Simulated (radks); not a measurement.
The numbers below are computed, except where a source is named.
Ionisation of the holmium ion Ho2+, [Xe] 4f11, to [Xe] 4f10 as the strength of local exchange is varied. Level of theory: Dirac Kohn-Sham, Slater X-alpha exchange (alpha = 2/3 is LDA exchange), no correlation, spin-unpolarised, spherical densities, finite nucleus; open shells fill j = l - 1/2 first; Fermi nuclear charge, rms radius 5.2022 fm (a radial shooting solver on a logarithmic mesh with Libxc functionals).

\begin{tabular}{lrrrrr}
alpha & E(Ho2+) (hartree) & exchange (hartree) & IE (eV) & -e of the level emptied (eV) & <r> of it (bohr) \\ \hline
0.61 & -12590.0617 & -234.2867 & 22.455 & 14.166 (4f7/2) & 0.8712 \\
0.617 & -12592.7505 & -237.0309 & 22.637 & 14.320 (4f7/2) & 0.8694 \\
0.648 & -12604.6659 & -249.1990 & 23.456 & 15.014 (4f7/2) & 0.8616 \\
0.667 & -12611.9750 & -256.6689 & 23.965 & 15.450 (4f7/2) & 0.8570 \\
0.741 & -12640.4862 & -285.8486 & 26.007 & 17.212 (4f7/2) & 0.8400 \\
0.825 & -12672.9352 & -319.1379 & 28.430 & 19.337 (4f7/2) & 0.8226 \\
0.837 & -12677.5781 & -323.9079 & 28.785 & 19.651 (4f7/2) & 0.8202 \\
\end{tabular}

NIST Atomic Spectra Database: 22.79 eV (semi-empirical). The Delta-SCF value meets it near alpha = 0.62. Spin polarisation and multiplet splitting are left out, so open shells lie too high by an amount that depends on their filling.

Beside tabulated values, note that spin-unpolarised runs miss the spin-polarisation part of the exchange energy of open shells.
